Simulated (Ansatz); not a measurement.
The same redistribution along the group B, Al, Ga.

Isolated molecules relaxed with PBE0-D4/def2-TZVP in Ansatz; ΔE leaves out vibrations. CCSD(T)/CBS adds triple-zeta CCSD(T) − MP2 to the extrapolated MP2 energy (def2 sets, frozen cores). This one scheme is used for every species. DFT in def2-TZVPP. B3LYP here is the variant with VWN-RPA as its local correlation; programs differ in this. def2 core potentials past Kr. For Ga, Sn outer-core shells are correlated without core-valence functions, which leaves a few kJ/mol of doubt a bond. Scalar relativity is left out up to krypton. One conformer a species, not always the lowest.

| reaction | B3LYP-D4 (kcal/mol) | CCSD(T)/CBS(def2) (kcal/mol) |
| --- | --- | --- |
| `COB(O)Cl` + `[OH][Sn]([OH])([F])[Cl]` → `COB(F)Cl` + `[OH][Sn]([OH])([OH])[Cl]` | 3.6 | 3.3 |
| `C[O][Al]([OH])[Cl]` + `[OH][Sn]([OH])([F])[Cl]` → `C[O][Al]([F])[Cl]` + `[OH][Sn]([OH])([OH])[Cl]` | -3.8 | -5.1 |
| `C[O][Ga]([OH])[Cl]` + `[OH][Sn]([OH])([F])[Cl]` → `C[O][Ga]([F])[Cl]` + `[OH][Sn]([OH])([OH])[Cl]` | 1.4 | 1.6 |

Largest T1 diagnostic: 0.014, for `[OH][Sn]([OH])([F])[Cl]`.
